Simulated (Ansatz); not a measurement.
Basis-set extrapolation for CH₃Cl₂Si (`[CH2][SiH](Cl)Cl`) radical (PBE0-D4/def2-TZVP geometry, frozen core, Ansatz). Multiplicity 2, UHF reference.

```tsv
	def2-TZVPP	def2-QZVPP
HF	-1247.675516	-1247.711983
MP2 correlation	-0.634693	-0.693962
CCSD(T) correlation	-0.719081	not run
```

Energies in hartree. Use E(X) = E(∞) + A·exp(−7.88·√X) for Hartree–Fock and E(X) = E(∞) + B·X^(−2.97) for correlation, with X = 3 and 4, and add CCSD(T) minus MP2 of the smaller set to the MP2 limit.

Q: What is the CCSD(T) energy at the basis-set limit?

A: HF limit: -1247.711983 + (-0.036467) × 0.13774 = -1247.71701. MP2 limit: -0.693962 + (-0.059269) × 0.74074 = -0.73786. Higher-order term: -0.719081 − (-0.634693) = -0.08439. Total: -1248.53926 hartree, 3.94 eV below CCSD(T)/def2-TZVPP.
